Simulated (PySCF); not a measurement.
C₇H₁₀.
Numbering: `[CH2:1]=[CH:2][C@@H:3]1[CH2:4][CH:5]=[C:6]1[CH3:7]` (hydrogens: H8, H9 on C1; H10 on C2; H11 on C3; H12, H13 on C4; H14 on C5; H15, H16, H17 on C7)

Geometry (GFN2-xTB, Å), atoms numbered from 1 in this order:
```
atom  x, y, z in Å
C1     2.293    1.043   -0.745
C2     1.198    0.309   -0.833
C3     0.482   -0.283    0.328
C4     0.110   -1.793    0.194
C5    -1.322   -1.337    0.240
C6    -1.020   -0.046    0.356
C7    -1.772    1.226    0.459
H8     2.775    1.458   -1.614
H9     2.754    1.258    0.205
H10    0.750    0.107   -1.798
H11    0.993   -0.039    1.262
H12    0.435   -2.413    1.028
H13    0.427   -2.253   -0.741
H14   -2.242   -1.892    0.198
H15   -2.843    1.038    0.463
H16   -1.498    1.754    1.372
H17   -1.527    1.875   -0.383
```

Method used: wB97X-D/def2-SVPD in PySCF (dipole) on a GFN2-xTB geometry, gas phase.

Masses are those of the commonest isotopes; rigid-rotor values at the optimised geometry. The values belong to one conformer with, in the numbering `[CH2:1]=[CH:2][C@@H:3]1[CH2:4][CH:5]=[C:6]1[CH3:7]`, C1–C2–C3–C4 -132°.

(1) Give the principal moments of inertia and the rotational constants in MHz.

(2) What kind of rotor is it?

(3) Is it planar, by Δ = Ic − Ia − Ib?

(4) Which types of transition are allowed, and where do some lines up to J = 2 fall?

(5) Estimate the classical rotational partition function at 10 K, 25 K and 100 K.

Answers

(1) Ia = 124.48, Ib = 230.96, Ic = 326.02 u·Å²; 505379 MHz·u·Å²/I gives A = 4060, B = 2188, C = 1550 MHz.

(2) An asymmetric top. Ray's parameter κ = (2B − A − C)/(A − C) = -0.492; −1 is the prolate and +1 the oblate limit.

(3) Not planar: Δ = Ic − Ia − Ib = -29.42 u·Å². For a rigid frame Δ = −2 Σ m c², so Σ m c² = 14.71 u·Å² lies off the ab plane: 9.43 from hydrogen and 5.28 from heavier atoms. The atom farthest from that plane is 1.50 Å away.

(4) The dipole components are |μa| = 0.32 D, |μb| = 0.26 D, |μc| = 0.07 D. Intensities carry the squares of the components, which stand as 1.00 : 0.65 : 0.05 (a : b : c). Some lines, for components of 0.1 D or more:

| type | branch | J(Ka,Kc) | MHz | lower level (cm⁻¹) |
| --- | --- | --- | --- | --- |
| a | Q | 1(1,0) ← 1(1,1) | 638 | 0.187 |
| a | Q | 2(1,1) ← 2(1,2) | 1914 | 0.415 |
| b | Q | 1(1,0) ← 1(0,1) | 2510 | 0.125 |
| b | Q | 2(1,1) ← 2(0,2) | 3285 | 0.370 |
| a | R | 1(0,1) ← 0(0,0) | 3738 | 0.000 |
| b | R | 2(0,2) ← 1(1,1) | 5468 | 0.187 |
| b | R | 1(1,1) ← 0(0,0) | 5610 | 0.000 |
| b | Q | 2(2,0) ← 2(1,1) | 5752 | 0.479 |
| a | R | 2(1,2) ← 1(1,1) | 6839 | 0.187 |
| a | R | 2(0,2) ← 1(0,1) | 7339 | 0.125 |
| b | Q | 2(2,1) ← 2(1,2) | 7529 | 0.415 |
| a | R | 2(1,1) ← 1(1,0) | 8115 | 0.208 |
| b | R | 2(1,2) ← 1(0,1) | 8710 | 0.125 |
| b | R | 2(2,1) ← 1(1,0) | 13729 | 0.208 |
| b | R | 2(2,0) ← 1(1,1) | 14505 | 0.187 |

(5) Point group C1, symmetry number σ = 1; q = (√π/σ)·√((kT/h)³/(ABC)), k/h = 20836.6 MHz/K: 1440 at 10 K, 5680 at 25 K, 45400 at 100 K.

Stationary, but not proved a minimum. Constants of a rigid frame at the computed geometry: no zero-point averaging, no centrifugal distortion. A rigid rotor knows nothing of internal rotation, which can split or shift real lines.
